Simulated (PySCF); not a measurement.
## Electron correlation in Ru (ruthenium, neutral)

[Kr] 4d7 5s1, high-spin 5F determinant. Computed with PySCF 2.14 in def2-TZVPPD with the def2 core potential (28 electrons) (6s4p3d2f1g, 56 functions), with scalar relativity through the core potential. Frozen: 4s2 4p6; 8 electrons correlated.

```tsv
level	correlation energy (mhartree)
CCSD	-184.12
(T)	-6.55
CCSD(T)	-190.67
```

Diagnostics: T1 = 0.014, D1 = 0.0520, largest double amplitude 0.027.

Task: Is a single reference adequate?

Result: Yes, within this model without spin-orbit coupling: T1 lies below 0.03 and no double amplitude reaches 0.07.
